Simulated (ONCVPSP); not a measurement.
# Transferability test, ONCV potential for silver (Ag)

```
Element                 : silver
Generator               : ONCVPSP 4.0.1
Type                    : optimised norm-conserving Vanderbilt (ONCV)
Functional              : PBE
Relativity              : scalar-relativistic
Frozen core             : [Kr]
Valence charge          : 11
Reference configuration : 4d10 5s1
Partial waves           : 5s: rc 2.15 bohr, ncon 4, nbas 7, qcut 2.9 1/bohr, 2 projectors, debl 2.3 Ha; p scattering state at 0.37 Ha: rc 2.10 bohr, ncon 4, nbas 7, qcut 3.3 1/bohr, 2 projectors, debl 3 Ha; 4d: rc 1.50 bohr, ncon 4, nbas 8, qcut 11.6 1/bohr, 2 projectors, debl 3.5 Ha
Local potential         : polynomial inside 1.25 bohr (lpopt 5, dvloc0 0 Ha)
Core correction         : Teter function, fcfact 5.75, rcfact 1.65
```

Energies are relative to the spin-unpolarised reference configuration 4d10 5s1; without spin polarisation the order of configurations can differ from experiment.

**Question.** Give the all-electron excitation energy and the error of the potential for: 4d10 5s0; 4d9 5s0; 4d8 5s0; 4d10 5s0.5.

**Answer.**

```csv
valence configuration,charge,ΔE all-electron (eV),error AE − PS (meV)
4d10 5s0,+1,7.757,-45
4d9 5s0,+2,29.871,-187
4d8 5s0,+3,66.064,-653
4d10 5s0.5,+0.5,3.017,-8.7
```

Levels in the configuration 4d10 5s0.5:

```tsv
level	all-electron (eV)	pseudo (eV)
4d	-11.368	-11.374
5s	-7.715	-7.753
```

Note: ghosts flagged at negative energy: s at -80.8 eV; GHOST(+) flagged for p at 56.3 eV. A true bound ghost makes a file unfit for plane-wave use.
